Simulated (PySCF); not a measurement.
**Correlation energy of Mn+ (manganese, charge +1)**

[Ar] 3d5 4s1, high-spin 7S determinant. All numbers are calculated (PySCF 2.14, the non-relativistic Hamiltonian (point nucleus), in cc-pVDZ (6s5p3d1f, 43 functions)). Frozen: [Ar]; 6 electrons correlated.

MP2 pair energies summed by pair of shells (mhartree):

| pair | energy | share (%) |
| --- | --- | --- |
| 3d-3d | -55.85 | 83.4 |
| 3d-4s | -11.14 | 16.6 |

Total MP2 correlation energy: -66.99 mhartree.

Same-spin part -66.99 and opposite-spin part 0.00 mhartree; SCS-MP2 scales them by 1/3 and 6/5 to -22.33 mhartree.
